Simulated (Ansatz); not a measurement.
The same molecule with X = Mg, Zn, Cd. Ansatz, PBE0-D4/def2-TZVP geometries, multiplicity 1. Each molecule was computed in one conformer, which needn't be the lowest.

Elements past krypton have def2 core potentials. Scalar relativity is left out up to krypton.

| X | molecule | mean X–C bond length / Å | mean X–Cl bond length / Å | size of the dipole moment (PBE/def2-TZVPP) / D | HOMO–LUMO gap (ωB97M-V/def2-TZVPP) / eV | LUMO energy (B3LYP/def2-TZVPP) / eV |
| --- | --- | --- | --- | --- | --- | --- |
| Zn | `C[CH2][Zn][Cl]` | 1.940 | 2.112 | 2.68 | 11.13 | -0.76 |
| Cd | `C[CH2][Cd][Cl]` | 2.112 | 2.298 | 3.46 | 10.57 | -1.12 |

(1) Give the row for X = Mg, `C[CH2][Mg][Cl]`. (Estimate.)

Results:

(1) The calculation gave: 
```tsv
X	molecule	mean X–C bond length / Å	mean X–Cl bond length / Å	size of the dipole moment (PBE/def2-TZVPP) / D	HOMO–LUMO gap (ωB97M-V/def2-TZVPP) / eV	LUMO energy (B3LYP/def2-TZVPP) / eV
Mg	`C[CH2][Mg][Cl]`	2.085	2.195	2.35	9.38	-1.33
```

From Mg to Cd the mean X–C bond length isn't monotonic: highest at Cd, lowest at Zn; the mean X–Cl bond length isn't monotonic: highest at Cd, lowest at Zn; the HOMO–LUMO gap (ωB97M-V/def2-TZVPP) isn't monotonic: highest at Zn, lowest at Mg; the LUMO energy (B3LYP/def2-TZVPP) isn't monotonic: highest at Zn, lowest at Mg. Bonds lengthen as the atom grows down the group. Dipoles are sizes alone, and their direction can turn along the series.

B3LYP here is the variant with VWN-RPA as its local correlation; programs differ in this.
